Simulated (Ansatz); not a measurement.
Start from `C=[C](N)[GaH2]` and change one atom or group to get `C=[C](N)[SnH2][F]`.

Ansatz, PBE0-D4/def2-TZVP geometries, multiplicity 1. Each molecule was computed in one conformer, which needn't be the lowest.

Elements past krypton have def2 core potentials. Scalar relativity is left out up to krypton.

```csv
property,`C=[C](N)[GaH2]`
HOMO–LUMO gap (PBE0/def2-TZVPP) / eV,4.51
HOMO–LUMO gap (ωB97M-V/def2-TZVPP) / eV,8.40
size of the dipole moment (B3LYP/def2-TZVPP) / D,1.57
HOMO energy (ωB97M-V/def2-TZVPP) / eV,-8.28
HOMO energy (PBE/def2-TZVPP) / eV,-5.02
HOMO energy (PBE0/def2-TZVPP) / eV,-6.10
```

(1) What does the change do to each property? (Estimate.)

Answers

(1) Ansatz gave: 
| property | `C=[C](N)[SnH2][F]` | shift |
| --- | --- | --- |
| HOMO–LUMO gap (PBE0/def2-TZVPP) / eV | 5.69 | 1.18 |
| HOMO–LUMO gap (ωB97M-V/def2-TZVPP) / eV | 9.46 | 1.06 |
| size of the dipole moment (B3LYP/def2-TZVPP) / D | 1.72 | 0.15 |
| HOMO energy (ωB97M-V/def2-TZVPP) / eV | -8.58 | -0.30 |
| HOMO energy (PBE/def2-TZVPP) / eV | -5.23 | -0.21 |
| HOMO energy (PBE0/def2-TZVPP) / eV | -6.38 | -0.28 |

With PBE0 the HOMO falls by 0.28 eV and the LUMO rises by 0.91 eV, so the gap widens by about 1.19 eV. PBE moves the HOMO by -0.21 eV and ωB97M-V by -0.30 eV. Dipoles are sizes alone; their direction can turn.

Positive LUMOs are unbound, so they and the gaps depend on the basis.

B3LYP here is the variant with VWN-RPA as its local correlation; programs differ in this.
